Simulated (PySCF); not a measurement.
**C₆ coefficients of unlike pairs at PBE**

Calculated with PySCF 2.14 from the dipole response of each species, C₆(A,B) = (3/π) ∫ α_A(iu) α_B(iu) du, in atomic units, from isotropic polarisabilities. For ions this is the dispersion term alone; charge-induced terms of lower order in 1/R come first.

```json
{"species": "F²⁺", "configuration": "[He] 2s2 2p3 (4S)", "basis": "dyall-acv3z (15s9p4d2f)", "relativity": "spin-free X2C", "α (bohr³)": "1.248", "C₆ (like pair)": "1.589"}
{"species": "Xe⁺", "configuration": "[Kr] 4d10 5s2 5p5 (2P)", "basis": "aug-cc-pwCVDZ-PP with ECP28MDF (6s5p4d1f)", "relativity": "core potential", "α (bohr³)": "18.40", "C₆ (like pair)": "161.2"}
{"species": "S²⁺", "configuration": "[Ne] 3s2 3p2 (3P)", "basis": "aug-cc-pVDZ-DK (5s4p2d)", "relativity": "spin-free X2C", "α (bohr³)": "7.372", "C₆ (like pair)": "26.87"}
{"species": "Mg²⁺", "configuration": "[Ne] (1S)", "basis": "aug-cc-pVQZ-DK (7s6p4d3f2g)", "relativity": "spin-free X2C", "α (bohr³)": "0.3552", "C₆ (like pair)": "0.2548"}
```

(1) Estimate C₆ for Mg²⁺ with F²⁺.

No spin-orbit coupling is included.

The other pairs:

| pair | C₆ |
| --- | --- |
| Mg²⁺, S²⁺ | 2.097 |
| Mg²⁺, Xe⁺ | 5.243 |
| S²⁺, Xe⁺ | 65.72 |
| Xe⁺, F²⁺ | 14.89 |
| S²⁺, F²⁺ | 6.021 |

Results:

(1) The integral gives 0.6170. The combination rule 2 C_A C_B / (C_A α_B/α_A + C_B α_A/α_B) gives 0.6009 and the geometric mean 0.6363.
